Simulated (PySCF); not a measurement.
Computed shifts of a molecule C5H6O2, HF/pcSseg-1 in PySCF, GIAO, gas phase, equivalent atoms averaged, in ppm (number of nuclei): ¹³C: 180.5 (1), 83.7 (1), 83.5 (1), 28.9 (1), 20.3 (1). ¹H: 6.41 (1), 3.13 (1), 2.97 (1), 1.79 (3). References: ¹³C against TMS (σ = 192.6 ppm); ¹⁷O against H2O (σ = 333.0 ppm); ¹H against TMS (σ = 31.99 ppm), references at their B3LYP-D3(BJ)/def2-TZVP geometries, non-relativistic. Geometry: B3LYP-D3(BJ)/def2-SVP. Other conformers were not sampled.

**Question.** Identify the compound among the candidates.
A. C=C1O[C@H](C)C1=O
B. O=CCC1=COC1
C. C#C[C@@H]1OC[C@H]1O
D. C#C[C@H](C)C(=O)O

**Answer.** D, C#C[C@H](C)C(=O)O
